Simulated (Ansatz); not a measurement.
A nudged elastic band was laid between two geometries of F2H2SSi (6 atoms, charge 0, multiplicity 1).

Level of theory: RKS B3LYP/def2-SVP in Ansatz.

```json
{"movable images": "7", "climbing image": "yes", "spring": "5.0 eV/Å²", "optimiser": "quadratic models (default)", "start path": "through a guess of the saddle point", "force threshold": "0.05 eV/Å", "iteration limit": "60", "end points": "relaxed"}
```

Image 0:

```xyz
6
Properties=species:S:1:pos:R:3
Si -0.265 0.361 0.181
H -0.713 0.984 -1.079
S 0.423 -1.640 -0.034
H 1.171 -1.339 -1.122
F -1.480 0.308 1.240
F 0.865 1.325 0.815
```

Image 8:

```xyz
6
Properties=species:S:1:pos:R:3
Si 0.026 -0.165 0.858
H -0.154 0.651 -1.723
S 0.708 -1.965 0.978
H 0.081 -0.070 -1.792
F -1.499 0.329 0.805
F 0.837 1.220 0.873
```

(1) What changes between the two ends?

(2) What energy profile does the band end with?

(3) What is the geometry of the highest image?

(4) What are the harmonic wavenumbers there?

Answers

(1) Bonds broken: Si1–H2, S3–H4. Bonds formed: H2–H4. F2H2SSi becomes F2SSi + H2.

(2) The run converged. The highest image is number 5 of 0 to 8, 52.2 kcal/mol above the first end and 18.0 kcal/mol above the last; the last end lies 34.1 kcal/mol above the first. A vibrational analysis at the climbing image gives one clearly imaginary mode, 1172i cm⁻¹: a first-order saddle point. The orbitals stay closed-shell, which can raise the energy where a bond breaks towards radicals; this wasn't checked here.

```
image  path coordinate (Å)  energy (kcal/mol)  Si1–H2 (Å)  S3–H4 (Å)  H2–H4 (Å)
    0                 0.00                0.0        1.48       1.35       2.99
    1                 0.41                0.3        1.48       1.35       2.78
    2                 0.82                1.3        1.47       1.35       2.45
    3                 1.23                9.2        1.47       1.36       1.91
    4                 1.64               31.2        1.53       1.50       1.41
    5                 2.05               52.2        1.69       1.88       1.00
    6                 2.53               40.2        2.04       2.40       0.79
    7                 3.00               34.8        2.35       2.93       0.77
    8                 3.48               34.1        2.71       3.41       0.76
```

(3) 
```xyz
6
Properties=species:S:1:pos:R:3
Si -0.032 0.078 0.426
H -0.163 0.419 -1.229
S 0.699 -1.758 0.183
H 0.204 -0.504 -1.131
F -1.538 0.412 0.873
F 0.831 1.354 0.878
```

(4) 1172i, 218, 300, 372, 408, 640, 921, 955, 1002, 1011, 1750, 1935 cm⁻¹.

The run took 42 s on 2 threads of AMD EPYC 9R45 96-Core Processor (Zen 5), with other jobs on the host, peak memory 0.17 GiB.
